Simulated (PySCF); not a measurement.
Compound: C₅H₅N₂O (doublet state).
Structure used (GFN2-xTB), in Å, numbered top down from 1:
```
atom  x, y, z in Å
N1     3.2829    0.7163   -1.0221
C2     2.1987    0.5272   -0.7019
C3     0.8727    0.2788   -0.3069
C4    -0.1690    1.1074   -0.4259
C5    -1.4088    0.4796    0.1040
N6    -0.9562   -0.8226    0.5465
O7    -1.7108   -1.6902    1.0793
C8     0.4602   -1.0184    0.3267
H9    -0.1526    2.0965   -0.8465
H10   -2.1917    0.3803   -0.6612
H11   -1.8486    1.0426    0.9396
H12    0.9797   -1.2121    1.2753
H13    0.6390   -1.8849   -0.3245
```

Computed geometry: GFN2-xTB, gas phase. This method treats the open shell by occupation alone, without spin polarisation.

Take the most abundant isotopes and a rigid rotor. 

(1) Give the principal moments of inertia and the rotational constants in MHz.

(2) What kind of rotor is it?

(3) Is it planar, by Δ = Ic − Ia − Ib?

(4) Estimate the classical rotational partition function at 25 K, 200 K and 500 K.

Results:

(1) Ia = 81.97, Ib = 386.93, Ic = 462.60 u·Å²; 505379 MHz·u·Å²/I gives A = 6165, B = 1306, C = 1092 MHz.

(2) A near-prolate asymmetric top. Ray's parameter κ = (2B − A − C)/(A − C) = -0.916; −1 is the prolate and +1 the oblate limit.

(3) Not planar: Δ = Ic − Ia − Ib = -6.30 u·Å². For a rigid frame Δ = −2 Σ m c², so Σ m c² = 3.15 u·Å² lies off the ab plane, practically all of it from hydrogen. The atom farthest from that plane is 0.89 Å away.

(4) Point group Cs, symmetry number σ = 1; q = (√π/σ)·√((kT/h)³/(ABC)), k/h = 20836.6 MHz/K: 7100 at 25 K, 161000 at 200 K, 635000 at 500 K.

For this open shell read J as N, the rotation without spin; fine and hyperfine splittings come on top. Whether it is a minimum is left open (no frequencies). Constants of a rigid frame at the computed geometry: no zero-point averaging, no centrifugal distortion.
